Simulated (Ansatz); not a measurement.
CH$_{7}$N$_{2}$Sc, SMILES `[CH3][Sc]([NH2])[NH2]`, relaxed with RKS PBE0-D4/def2-TZVP in Ansatz 0.2.0 from a GFN2-xTB geometry. The force threshold is 0.005 eV/Å; the program also tests the step.

Charge 0, multiplicity 1.

Start:

```xyz
11

C    -0.287   -0.643    1.956
Sc    0.027    0.068   -0.217
N    -0.947   -0.743   -1.806
N     1.312    1.568   -0.705
H     0.579   -0.468    2.615
H    -0.499   -1.719    2.054
H    -1.127   -0.152    2.476
H    -0.834   -0.474   -2.787
H    -1.630   -1.500   -1.838
H     1.914    2.132   -0.105
H     1.493    1.930   -1.644
```

Task: By how much does the energy fall, and how many steps does the optimiser take? (An estimate is asked.)

Result: Ansatz gave: 13.68 kJ/mol, in 6 steps.

Task: Which bonds change most? (Estimate.)

Result: The calculation gave: C1–Sc2 from 2.307 to 2.207 Å; Sc2–N4 from 2.034 to 1.986 Å; Sc2–N3 from 2.033 to 1.986 Å; N3–H8 from 1.023 to 1.013 Å.

Task: Give the relaxed structure. (Estimate.)

Result: Ansatz gave: 
```xyz
11

C    -0.264   -0.601    1.817
Sc    0.039    0.086   -0.258
N    -0.966   -0.781   -1.735
N     1.314    1.561   -0.629
H     0.608   -0.415    2.458
H    -0.481   -1.676    1.878
H    -1.112   -0.089    2.293
H    -0.919   -0.559   -2.722
H    -1.627   -1.542   -1.634
H     1.871    2.049    0.063
H     1.539    1.966   -1.530
```
